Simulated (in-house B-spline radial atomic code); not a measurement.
A radial electron density 4πr²n(r) was computed for an atom or ion in its tabulated ground configuration with an all-electron radial atomic-structure program (B-spline basis); method: non-relativistic Hartree-Fock, average of configuration. Columns: r (bohr), 4πr²n(r) (electrons per bohr), bar.

```
 0.00305   0.4735 #
 0.00364   0.6594 #
 0.00435   0.9167 ##
 0.00519    1.264 ##
  0.0062    1.736 ###
  0.0074    2.363 #####
 0.00883    3.187 ######
  0.0105     4.23 ########
  0.0126    5.626 ###########
   0.015    7.281 ##############
   0.018    9.361 ##################
  0.0214    11.64 #######################
  0.0256    14.22 ############################
  0.0306    16.85 #################################
  0.0365    19.23 ######################################
  0.0436     21.1 #########################################
   0.052    22.09 ###########################################
  0.0621    21.98 ###########################################
  0.0742    20.74 ########################################
  0.0885    18.77 #####################################
   0.106    16.72 #################################
   0.126    15.61 ##############################
   0.151    16.02 ###############################
    0.18       18 ###################################
   0.215     20.7 ########################################
   0.256    22.56 ############################################
   0.306     22.2 ###########################################
   0.366    19.03 #####################################
   0.437       14 ###########################
   0.521    8.994 ##################
   0.622    5.675 ###########
   0.743    4.612 #########
   0.887    4.916 ##########
    1.06    5.139 ##########
    1.26    4.466 #########
    1.51    3.006 ######
     1.8    1.561 ###
    2.15   0.5942 #
    2.57   0.1587 
    3.07  0.02841 
    3.66 0.003253 
    4.37 0.0002101
```

Task: Which atom or ion is it?
A. K3+
B. K4+
C. Ar4+
D. Ti5+

Result: B. The area under the curve, ∫4πr²n dr = ∫r·4πr²n d(ln r) on this logarithmic grid, is 15 electrons, which only this option has. The configuration is [Ne] 3s2 3p3.
